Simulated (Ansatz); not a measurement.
Species: sum formula HGeO, net charge -1, singlet state. 
Structure (B3LYP-D3(BJ)/def2-TZVP (Ansatz, a quantum-chemistry and plane-wave program) minimum search):
```xyz
3

Ge    -0.3157    -0.1386    -0.2506
O      1.1394     0.3882     0.8804
H      0.9861     1.3297     0.9758
```
Charge -1, spin multiplicity 1.

Basis-set convergence of Hartree-Fock and CCSD(T) correlation energies (hartree) with Ansatz. Cores are frozen in the correlated levels unless marked. Spin-orbit coupling is left out. The frozen core is the preceding noble-gas configuration, with the filled d and f shells of earlier blocks. Non-relativistic. This anion needs diffuse functions, which these sets lack.

The Hartree-Fock reference is unstable (checked in the largest basis), which strains HF and MP2. 

```json
[
 {"basis": "def2-SVP", "functions": "51", "E(HF)": "-2150.41780", "E(corr, CCSD(T))": "-0.29783", "rough core time": "under 20 s"},
 {"basis": "def2-TZVPP", "functions": "93", "E(HF)": "-2150.78682", "E(corr, CCSD(T))": "-0.37923", "rough core time": "under 20 s"},
 {"basis": "def2-QZVPP", "functions": "176", "E(HF)": "?", "E(corr, CCSD(T))": "?", "rough core time": "80 s"}
]
```

Some entries are withheld; supply them.


- def2-QZVPP, E(HF): -2150.84599
- def2-QZVPP, E(corr, CCSD(T)): -0.40458
